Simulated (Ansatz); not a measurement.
Frontier orbitals of `O[SiH2]O[SiH2]O`.

Total charge 0; spin multiplicity 1. The geometry is a stationary point of PBE0-D4/def2-TZVP. It is one conformer, not always the lowest. Basis def2-TZVPP, the Gaussian-basis code of Ansatz.

Orbital energies of one run (eV). Highest occupied ones, from the top: -8.56, -9.27, -9.51, -9.60, -10.52, -10.66, -11.28, -11.91, -12.15, -12.64, -14.60, -15.72, -16.82, -27.77. Empty: 0.26, 0.77, 0.80, 1.87, 1.92, 2.38.

Which functional gave them?
A. PBE0
B. ωB97X-V
C. revPBE
D. ωB97M-V

A. HOMO energies: PBE0 -8.56, revPBE -7.10, ωB97X-V -11.01, ωB97M-V -10.85 eV.
